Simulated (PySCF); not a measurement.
Input of an EPR job (settings, then geometry in Å):

```
{"job": {"kind": "epr", "basis": "pcH-1"}, "charge": 0, "multiplicity": 2}
C     -2.420696    -1.682764     0.323071
C     -1.595676    -0.809444    -0.143918
C     -1.926332     0.222160    -1.186304
Si     0.236397    -0.726192     0.464829
C      1.491302    -0.681060    -0.991388
Si     1.878663     1.172510    -0.681010
C      0.792492     1.062996     0.897023
H     -2.359055    -2.467307     1.044459
H     -2.960986     0.122870    -1.506316
H     -1.277104     0.106401    -2.052563
H     -1.776590     1.224045    -0.787228
H      0.468400    -1.745884     1.493402
H      2.346260    -1.332444    -0.829967
H      1.099629    -0.927583    -1.974282
H      1.333735     2.066458    -1.705904
H      3.290013     1.482191    -0.444637
H      0.004855     1.805870     0.985419
H      1.365934     1.113494     1.818895
```

Computed with UKS B3LYP, pcH-1 on C H Si, non-relativistic, mean-field spin-orbit, GIAO (PySCF 2.14.0). The structure is a single GFN2-xTB conformer in the gas phase; no vibrational or solvent corrections. Couplings are sensitive to structure, and on GFN2-xTB geometries they can be far from those on DFT ones.

Output of the driver script. The program numbers atoms from 0.

```
UKS, coarse grid
  cycle   1  E = -775.98391102  |g| = 4.69e-01
  cycle   2  E = -775.90939475  |g| = 5.88e-01
  cycle   3  E = -776.08899856  |g| = 7.58e-02
  cycle   4  E = -776.09103074  |g| = 4.89e-02
  cycle   5  E = -776.09232550  |g| = 1.48e-02
  cycle   6  E = -776.09244742  |g| = 5.36e-03
  cycle   7  E = -776.09247719  |g| = 1.86e-03
  cycle   8  E = -776.09248702  |g| = 8.68e-04
UKS, final grid
  cycle   1  E = -776.09246151  |g| = 7.30e-04
  cycle   2  E = -776.09246200  |g| = 7.59e-04
  cycle   3  E = -776.09246237  |g| = 2.51e-04
  cycle   4  E = -776.09246250  |g| = 2.43e-04
  cycle   5  E = -776.09246260  |g| = 8.46e-05
  cycle   6  E = -776.09246260  |g| = 9.64e-06
E = -776.09246260 Eh   <S^2> = 0.7580 (exact 0.7500)
g shifts (ppm)      1          2          3
  rmc          -156       -156       -156
  gc             19         15        -52
  oz_so        -380        -53         79
  total        -516       -194       -129
hyperfine (MHz)  atom isotope    a_iso     a_fc   dipolar eigenvalues
    0   13C     286.67     286.79    -75.93    -56.35    132.28
    1   13C     -23.86     -23.85    -19.16      0.37     18.79
    2   13C      71.39      71.40     -5.22     -4.88     10.10
    3  29Si    -127.08    -127.24    -26.30     12.87     13.43
    4   13C       4.23       4.22     -1.48     -1.36      2.84
    5  29Si      -1.21      -1.21     -0.42      0.08      0.34
    6   13C       4.64       4.64     -1.54     -1.42      2.96
    7    1H      64.57      64.56    -29.58     -7.31     36.89
    8    1H      -2.45      -2.45     -6.10     -2.01      8.11
    9    1H      -9.70      -9.70     -2.89     -2.63      5.52
   10    1H      -9.87      -9.87     -2.87     -2.65      5.53
   11    1H      -3.25      -3.25     -2.87     -1.40      4.27
   12    1H       3.40       3.39     -1.21     -0.24      1.44
   13    1H       1.85       1.85     -1.50     -0.52      2.02
   14    1H       1.87       1.87     -0.54     -0.37      0.90
   15    1H       2.10       2.10     -0.35     -0.31      0.66
   16    1H       1.82       1.82     -1.52     -0.52      2.04
   17    1H       3.42       3.42     -1.24     -0.22      1.46
```

|g| in the SCF lines is the orbital gradient. In the g block, columns 1 to 3 are the principal axes in rising order; rmc is the relativistic mass correction, gc the gauge correction and oz_so the orbital-Zeeman/spin–orbit term. a_fc is the Fermi-contact part of a_iso, the rest being spin–orbit.

Question: Is the state sound, as far as the log shows?

Answer: The SCF converged after 14 cycles in all, 8 of them on the coarse grid; no stability test was run. ⟨S²⟩ = 0.7580 against the exact 0.7500, so spin contamination is small.

Question: What are the principal g values and g_iso?

Answer: Adding the total shifts to 2.002319 gives 2.00180, 2.00213, 2.00219; their mean shift is -280 ppm, so g_iso = 2.00204.

Question: Which couplings shape the isotropic spectrum at natural abundance (0.05 mT or more)? Keep the log's numbering.

Answer: atom 7 (1H, I = 1/2): 64.6 MHz = 2.30 mT in magnitude, a 1:1 doublet; atoms 8, 9, 10 (1H, I = 1/2): mean -7.3 MHz = 0.26 mT in magnitude, a 1:3:3:1 quartet; atoms 12, 17 (1H, I = 1/2): mean 3.4 MHz = 0.12 mT in magnitude, a 1:2:1 triplet; atom 11 (1H, I = 1/2): -3.3 MHz = 0.12 mT in magnitude, a 1:1 doublet; atom 15 (1H, I = 1/2): 2.1 MHz = 0.07 mT in magnitude, a 1:1 doublet; atom 14 (1H, I = 1/2): 1.9 MHz = 0.07 mT in magnitude, a 1:1 doublet; atoms 13, 16 (1H, I = 1/2): mean 1.8 MHz = 0.07 mT in magnitude, a 1:2:1 triplet. Together 576 lines to first order. Means are taken over nuclei equivalent by connectivity, which assumes that they swap fast. The three 1H nuclei of mean -7.3 MHz run from -9.9 to -2.5 MHz in the frozen geometry.

Question: What are the principal values of the full tensor of atom 7 (1H)?

Answer: a_iso plus each dipolar eigenvalue: 35.01, 57.26, 101.44 MHz.

The species is `[H]/[C]=C(/C)[SiH]1C[SiH2]C1` [radical]. The run used 305 basis functions and 12 iterations of the response equations. 

On one thread of an Arm Neoverse V2, shared host, this took 1.7 min of wall time (grids of density and orbitals included) and 1.1 GiB of memory at its peak.

Conformer computed: `[H]/[C:1]=[C:2](/[CH3:3])[SiH:4]1[CH2:5][SiH2:6][CH2:7]1`: C1–C2–Si4–C5 130°.
Labels such as C1 count atoms from 1, the log's own numbers from 0.
